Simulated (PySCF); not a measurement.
C4H9BrSe, singlet, at a GFN2-xTB geometry; DF-CAMB3LYP/pcseg-1 (PySCF).

The PySCF input:
```python
from pyscf import gto, scf, dft

mol = gto.M(
    atom='''
Se   -0.06061535    0.02468508    1.00040936
Br   -0.45096148    1.68438073   -0.51737688
C     0.43834741   -1.49443317   -0.25470654
C    -0.73847960   -1.78845603   -1.16977782
C     1.67822777   -1.10165563   -1.04029498
C     0.71969226   -2.66095321    0.68162029
H    -0.49918264   -2.63618197   -1.81072272
H    -0.96349237   -0.93545578   -1.80929892
H    -1.62880366   -2.03695890   -0.59289182
H     1.48434049   -0.23980988   -1.67814843
H     2.50441951   -0.86234449   -0.37144115
H     1.98388971   -1.93052141   -1.67768417
H     1.53879724   -2.42883333    1.36273981
H    -0.16207995   -2.91220304    1.27160986
H     0.99995827   -3.53732129    0.09906436
''',
    basis='pcseg-1',
    verbose=4,
    max_memory=1800,
)

mf = dft.RKS(mol)
mf.xc = 'camb3lyp'
mf = mf.density_fit(auxbasis='def2-universal-jkfit')
mf.kernel()
```

It wrote (shortened):

```
PySCF version 2.14.0

[INPUT] verbose = 4
[INPUT] num. atoms = 15
[INPUT] num. electrons = 102
[INPUT] charge = 0
[INPUT] spin (= nelec alpha-beta = 2S) = 0
[INPUT] symmetry False subgroup None
[INPUT] Mole.unit = angstrom
[INPUT] Symbol           X                Y                Z      unit          X                Y                Z       unit  Magmom
[INPUT]  1 Se    -0.060615350000   0.024685080000   1.000409360000 AA   -0.114546410445   0.046648040563   1.890499702851 Bohr   0.0
[INPUT]  2 Br    -0.450961480000   1.684380730000  -0.517376880000 AA   -0.852193689929   3.183018269195  -0.977700606382 Bohr   0.0
[INPUT]  3 C      0.438347410000  -1.494433170000  -0.254706540000 AA    0.828356552312  -2.824069402766  -0.481325602736 Bohr   0.0
[INPUT]  4 C     -0.738479600000  -1.788456030000  -1.169777820000 AA   -1.395524192578  -3.379692082527  -2.210559706391 Bohr   0.0
[INPUT]  5 C      1.678227770000  -1.101655630000  -1.040294980000 AA    3.171390859940  -2.081827424285  -1.965872600960 Bohr   0.0
[INPUT]  6 C      0.719692260000  -2.660953210000   0.681620290000 AA    1.360021265369  -5.028472797182   1.288075669047 Bohr   0.0
[INPUT]  7 H     -0.499182640000  -2.636181970000  -1.810722720000 AA   -0.943318475737  -4.981661937816  -3.421770028328 Bohr   0.0
[INPUT]  8 H     -0.963492370000  -0.935455780000  -1.809298920000 AA   -1.820736702408  -1.767755225841  -3.419079436271 Bohr   0.0
[INPUT]  9 H     -1.628803660000  -2.036958900000  -0.592891820000 AA   -3.077992828089  -3.849294447995  -1.120403161295 Bohr   0.0
[INPUT] 10 H      1.484340490000  -0.239809880000  -1.678148430000 AA    2.804997001703  -0.453174995165  -3.171240929069 Bohr   0.0
[INPUT] 11 H      2.504419510000  -0.862344490000  -0.371441150000 AA    4.732666974917  -1.629594911128  -0.701922044893 Bohr   0.0
[INPUT] 12 H      1.983889710000  -1.930521410000  -1.677684170000 AA    3.749008213243  -3.648156742509  -3.170363604818 Bohr   0.0
[INPUT] 13 H      1.538797240000  -2.428833330000   1.362739810000 AA    2.907905344837  -4.589829795915   2.575205019942 Bohr   0.0
[INPUT] 14 H     -0.162079950000  -2.912203040000   1.271609860000 AA   -0.306286715783  -5.503266164726   2.402994372697 Bohr   0.0
[INPUT] 15 H      0.999958270000  -3.537321290000   0.099064360000 AA    1.889647266294  -6.684568452693   0.187204509105 Bohr   0.0

nuclear repulsion = 778.418835848493
number of shells = 36
number of NR pGTOs = 327
number of NR cGTOs = 155
basis = pcseg-1
ecp = {}

******** <class 'pyscf.df.df_jk.DFRKS'> ********
method = DFRKS
initial guess = minao
damping factor = 0
level_shift factor = 0
DIIS = <class 'pyscf.scf.diis.CDIIS'>
diis_start_cycle = 1
diis_space = 8
diis_damp = 0
SCF conv_tol = 1e-09
SCF conv_tol_grad = None
SCF max_cycles = 50
direct_scf = False
XC library pyscf.dft.libxc version 7.1.2
    S. Lehtola, C. Steigemann, M. J. T. Oliveira, and M. A. L. Marques,  SoftwareX 7, 1–5 (2018)
XC functionals = camb3lyp
    T. Yanai, D. P. Tew, and N. C. Handy,  Chem. Phys. Lett. 393, 51 (2004)
radial grids:
    Treutler-Ahlrichs [JCP 102, 346 (1995); DOI:10.1063/1.469408] (M4) radial grids

becke partition: Becke, JCP 88, 2547 (1988); DOI:10.1063/1.454033
pruning grids: <function nwchem_prune>
grids dens level: 3
symmetrized grids: False
atomic radii adjust function: <function treutler_atomic_radii_adjust>
small_rho_cutoff = 0
Set gradient conv threshold to 3.16228e-05
Initial guess from minao.
tot grids = 185592
******** <class 'pyscf.df.df.DF'> ********
auxbasis = def2-universal-jkfit
Create RSH-DF object <pyscf.df.df.DF object> for omega=0.33
******** <class 'pyscf.df.df.DF'> ********
auxbasis = auxmol.basis = def2-universal-jkfit
init E= -5131.63451252728
  HOMO = -0.257185802247712  LUMO = -0.110634606773629  gap/eV = 3.98786
cycle= 1 E= -5133.09966800236  delta_E= -1.47  |g|= 0.289  |ddm|= 3.78
  HOMO = -0.278658296133439  LUMO = -0.0260311938066478  gap/eV = 6.87433
cycle= 2 E= -5133.11303540282  delta_E= -0.0134  |g|= 0.223  |ddm|= 0.474
  HOMO = -0.273911023118186  LUMO = -0.0221960241771089  gap/eV = 6.84951
cycle= 3 E= -5133.12477369012  delta_E= -0.0117  |g|= 0.0324  |ddm|= 0.21
  HOMO = -0.279209986112128  LUMO = -0.0253677242973085  gap/eV = 6.90740
cycle= 4 E= -5133.12499171318  delta_E= -0.000218  |g|= 0.0186  |ddm|= 0.0549
  HOMO = -0.278882594472699  LUMO = -0.0251680050795273  gap/eV = 6.90393
cycle= 5 E= -5133.12508256033  delta_E= -9.08e-05  |g|= 0.00329  |ddm|= 0.0232
  HOMO = -0.278456258180465  LUMO = -0.0247378614955038  gap/eV = 6.90403
cycle= 6 E= -5133.12508608092  delta_E= -3.52e-06  |g|= 0.000802  |ddm|= 0.00523
  HOMO = -0.278551590956701  LUMO = -0.0247981744419312  gap/eV = 6.90498
cycle= 7 E= -5133.12508627424  delta_E= -1.93e-07  |g|= 0.000315  |ddm|= 0.00179
  HOMO = -0.278536986480744  LUMO = -0.0247999650009127  gap/eV = 6.90454
cycle= 8 E= -5133.12508630911  delta_E= -3.49e-08  |g|= 7.42e-05  |ddm|= 0.000643
  HOMO = -0.278544427707373  LUMO = -0.024804734411612  gap/eV = 6.90461
cycle= 9 E= -5133.12508631157  delta_E= -2.46e-09  |g|= 1.71e-05  |ddm|= 0.000186
  HOMO = -0.278544229163009  LUMO = -0.0248045147779266  gap/eV = 6.90461
cycle= 10 E= -5133.12508631166  delta_E= -9.28e-11  |g|= 6.37e-06  |ddm|= 4.84e-05
  HOMO = -0.27854453325252  LUMO = -0.0248051482916272  gap/eV = 6.90460
Extra cycle  E= -5133.1250863117  delta_E= -4.37e-11  |g|= 5.05e-06  |ddm|= 1.43e-05
converged SCF energy = -5133.1250863117
```
